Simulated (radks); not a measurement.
Eu II, configuration [Xe] 4f6 5d1 6s1 (not the ground configuration). Method: scalar-relativistic Kohn-Sham, r2SCAN, spin-polarised, spherical densities, finite nucleus; open shells are filled with parallel spins first (spin-orbit coupling, left out, can overturn this in heavy ions); meta-GGA in the generalised Kohn-Sham scheme; Fermi nuclear charge, rms radius 5.1115 fm; computed with a radial shooting solver on a logarithmic mesh with Libxc functionals.

Normalised radial functions P(r) = r R(r), r in bohr:

r	5d up
0.004251	0.0001
0.006707	0.0004
0.01058	0.0013
0.0167	0.0043
0.02634	0.0133
0.04156	0.0376
0.06557	0.0896
0.1043	0.1644
0.1645	0.1803
0.2596	0.0105
0.4096	-0.2559
0.6462	-0.1995
1.02	0.2636
1.609	0.6359
2.538	0.6021
4.005	0.3324
6.318	0.0874
9.968	0.0070

5d up: eigenvalue -9.002 eV, 2 radial nodes at r = 0.264, 0.807 bohr, <r> = 2.54 bohr, 90 % of the charge inside 4.00 bohr.
